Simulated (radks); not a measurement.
Q: These are the eigenvalues of the occupied orbitals of an atom or ion with whole-number occupations (hartree). Method: Dirac Kohn-Sham, LDA (Slater exchange, VWN5 correlation), spin-unpolarised, spherical densities, finite nucleus; Fermi nuclear charge, rms radius of each element as measured or else 0.836 A^(1/3) + 0.57 fm; computed with a radial shooting solver on a logarithmic mesh with Libxc functionals.

orbital  eigenvalue
1s1/2     -1421.426
2s1/2     -226.3452
2p1/2     -213.5867
2p3/2     -198.4243
3s1/2     -48.50396
3p1/2     -43.11043
3p3/2     -40.15699
3d3/2     -30.66798
3d5/2     -30.03539
4s1/2      -9.89156
4p1/2      -7.90666
4p3/2      -7.27357
4d3/2      -4.01285
4d5/2      -3.90304
5s1/2      -1.57399
5p1/2      -1.03455
5p3/2      -0.94174
5d3/2      -0.27250

Which element is it, and in what charge state? The configuration may be excited. Open shells, if any, fill j = l - 1/2 first.

A: Z = 57, lanthanum, charge +1: La+ in [Xe] 5d2. The list shows which subshells hold electrons but not how many an open one holds; the 1s level, -1421.4 hartree, gives Z - s = 53.3 by -(Z - s)^2/2, which with screening and relativity narrows Z to a few neighbours, and the depths of the outer levels then fix element, charge and occupations together.
